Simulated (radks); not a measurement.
Question: Species: Hf39+. Configuration: [Ar] 3d10 4s2 4p3. All-electron calculation, non-relativistic Kohn-Sham, PBE, spin-polarised, spherical densities, point nucleus; open shells are filled with parallel spins first (spin-orbit coupling, left out, can overturn this in heavy ions); relativity is left out, which matters for an element this heavy. Program: a radial shooting solver on a logarithmic mesh with Libxc functionals. Some entries of the table are withheld. Estimate them.

orbital,occ.,eigenvalue (hartree),r(max) (bohr),<r> (bohr)
1s up,1,-2277.162,0.01396,0.02104
1s down,1,-2277.065,0.01396,0.02104
2s up,1,-425.4178,0.07608,0.08891
2s down,1,-425.3661,0.07608,0.08891
2p up,3,-410.1799,0.05909,0.07523
2p down,3,-410.0938,0.05910,0.07524
3s up,1,-142.9135,0.2078,0.2230
3s down,1,-142.8173,0.2079,0.2228
3p up,3,-136.0468,0.1958,0.2127
3p down,3,-135.9386,0.1958,0.2125
3d up,5,-123.4507,0.1544,(1)
3d down,5,-123.3527,0.1544,(2)
4s up,1,-68.80306,0.4359,0.4405
4s down,1,-68.28382,0.4355,0.4408
4p up,3,(3),0.4316,0.4371
4p down,0,(4),0.4310,0.4373

Answer: 
(1) 3d up <r> (bohr): 0.1862
(2) 3d down <r> (bohr): 0.1861
(3) 4p up eigenvalue (hartree): -65.82786
(4) 4p down eigenvalue (hartree): -65.31483
